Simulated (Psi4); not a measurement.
Internal rotation in SMILES CC[SiH2]N. Scanned: dihedral C2–Si3–N4–H12; all other coordinates were relaxed at GFN2-xTB.

Geometry of the scan point at -30° (Å):
```
13

C     -1.9373     0.1399     0.0185
C     -0.5671     0.5909     0.5061
Si     0.8041    -0.6517     0.0781
N      2.2325    -0.0582     0.8341
H     -2.7060     0.8685     0.2744
H     -2.2089    -0.8121     0.4691
H     -1.9376     0.0126    -1.0620
H     -0.3411     1.5656     0.0686
H     -0.6064     0.7396     1.5863
H      0.8905    -0.7772    -1.3888
H      0.5536    -1.9741     0.6581
H      2.3612     0.9304     0.9698
H      3.1145    -0.5079     0.6594
```

Computed with DF-MP2 (frozen core)/cc-pVTZ // GFN2-xTB in Psi4 1.11.

Scanned values (°): -150, -120, -90, -60, -30, 0, 30, 60, 90, 120, 150, 180.

**Question.** Locate the minima and the barriers on this grid.

**Answer.** Lower than their neighbours: -60° (0.1 kJ/mol), 60° (0.0 kJ/mol), 150° (0.4 kJ/mol). Higher than their neighbours: -150° (4.3 kJ/mol), 0° (3.6 kJ/mol), 120° (2.6 kJ/mol). The whole profile spans 4.3 kJ/mol.
